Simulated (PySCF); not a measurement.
Constitutional and geometric isomers with formula H3B2N. All species are isolated molecules in the gas phase. One relaxed conformer stands for each flexible species; it need not be the lowest. Strings in code marks are SMILES.

Computed with TPSSh-D3(BJ)/def2-TZVP // CAM-B3LYP-D3(BJ)/def2-TZVP (PySCF). All candidates: neutral, multiplicity 1. Delta-SCF ions had no search for a lower state. 

- LUMO: -1.97 eV
- vertical ionisation energy (Delta-SCF): 10.10 eV
- HOMO: -7.16 eV

Name which member has these values.
(A) `B=NB`
(B) `B=BN`
(C) `BB=N`

A, `B=NB`. The others give `B=BN`: -3.04 eV, 7.09 eV, -4.41 eV; `BB=N`: -3.07 eV, 10.65 eV, -7.64 eV
